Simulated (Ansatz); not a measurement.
`C#CO[CH2][AlH][CH3]` + `F[SiH2]CS` → `[CH3][AlH][SiH2]F` + `C#COCCS`  (formal exchange of groups at the Al–C bond)

Program: Ansatz. Geometries: PBE0-D4/def2-TZVP. ΔE: electronic, gas phase. CCSD(T)/CBS is the MP2 limit (def2-TZVPP, def2-QZVPP) plus CCSD(T) − MP2 in def2-TZVPP, frozen cores. Functionals use def2-TZVPP. One conformer a species, not always the lowest.

CCSD(T)/CBS gives +12.7 kcal/mol.

Q: Another level gave +11.5 kcal/mol. Which?
A. B2PLYP/def2-TZVPP
B. HF/def2-TZVPP
C. ωB97X-V/def2-TZVPP
D. ωB97M-V/def2-TZVPP

A: A. B2PLYP 11.5, ωB97X-V 12.4, HF/def2-TZVPP 6.9, ωB97M-V 15.3 kcal/mol.

Largest T1 diagnostic among the species: 0.013.

The D4 term adds +2.0 kcal/mol with B3LYP and +1.0 kcal/mol with PBE0; it sums over pairs of atoms, weighted by their polarisabilities, and B3LYP, whose exchange is more repulsive, gets the larger term. In def2-TZVPP, CCSD(T) changes the Hartree–Fock value by +5.6 kcal/mol (the triples alone add +1.4 kcal/mol) and MP2 by +7.7 kcal/mol.

B3LYP here is the variant with VWN-RPA as its local correlation; programs differ in this.
